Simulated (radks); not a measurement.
Values are calculated unless marked as measured or tabulated.
Task: All-electron atom: Hf28+ in [Kr] 4d8. Code: a radial shooting solver on a logarithmic mesh with Libxc functionals. Model: scalar-relativistic Kohn-Sham, PBE, spin-polarised, spherical densities, finite nucleus; open shells are filled with parallel spins first (spin-orbit coupling, left out, can overturn this in heavy ions); Fermi nuclear charge, rms radius 5.347 fm. Some entries of the table are withheld. Estimate them.

| orbital | occ. | eigenvalue (hartree) | <1/r> (bohr^-1) |
|---|---|---|---|
| 1s up | 1 | -2434.457 | 83.78 |
| 1s down | 1 | -2434.455 | 83.78 |
| 2s up | 1 | -446.4920 | 19.56 |
| 2s down | 1 | -446.4239 | 19.56 |
| 2p up | 3 | -396.5054 | 17.85 |
| 2p down | 3 | -396.4504 | 17.85 |
| 3s up | 1 | -129.6689 | 7.269 |
| 3s down | 1 | -129.6368 | 7.270 |
| 3p up | 3 | -114.7203 | 6.745 |
| 3p down | 3 | -114.6844 | 6.746 |
| 3d up | 5 | -97.12936 | (1) |
| 3d down | 5 | -97.07359 | (2) |
| 4s up | 1 | -51.81309 | (3) |
| 4s down | 1 | -51.65410 | (4) |
| 4p up | 3 | (5) | 3.086 |
| 4p down | 3 | (6) | 3.084 |
| 4d up | 5 | -39.80099 | 2.862 |
| 4d down | 3 | -39.64569 | 2.861 |

Result: 
(1) 3d up <1/r> (bohr^-1): 6.376
(2) 3d down <1/r> (bohr^-1): 6.376
(3) 4s up <1/r> (bohr^-1): 3.316
(4) 4s down <1/r> (bohr^-1): 3.315
(5) 4p up eigenvalue (hartree): -46.49624
(6) 4p down eigenvalue (hartree): -46.33988
